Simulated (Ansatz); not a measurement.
System: sum formula H2BO2 (charge 0, doublet). It need not be the lowest isomer of its formula. 
Geometry from a B3LYP-D3(BJ)/def2-TZVP (Ansatz, an electronic-structure program) optimisation:
SMILES: O[B]O
```xyz
5

B     -0.4472    -0.2864    -0.0092
O     -0.6236     1.0437     0.1172
O      0.6904    -1.0009    -0.1159
H      0.1763     1.5939     0.1372
H      1.5249    -0.5046    -0.1021
```
Charge 0, spin multiplicity 2.

Computed values are from Ansatz. Cores are frozen in the correlated levels unless marked. UHF or UKS for open shells. No spin-orbit coupling. No relativistic terms. CBS(X,Y): correlation extrapolated as X^-3; Hartree-Fock from the larger set. [CCSD(T)-MP2]/basis is that difference in the basis named.

```json
{
 "atomisation energy De": "1962.0 kJ/mol at RI-MP2/CBS(aug-cc-pVTZ,aug-cc-pVQZ)+[CCSD(T)-MP2]/aug-cc-pVTZ",
 "vertical ionisation energy (to the singlet)": "8.78 eV at RI-MP2/CBS(aug-cc-pVTZ,aug-cc-pVQZ)+[CCSD(T)-MP2]/aug-cc-pVTZ",
 "total_energy": "-176.3626 Eh at RI-MP2/CBS(aug-cc-pVTZ,aug-cc-pVQZ)+[CCSD(T)-MP2]/aug-cc-pVTZ",
 "dipole_moment": "3.17 D at CCSD(T)/aug-cc-pVDZ",
 "T1 diagnostic": "0.015 at CCSD/aug-cc-pVTZ"
}
```
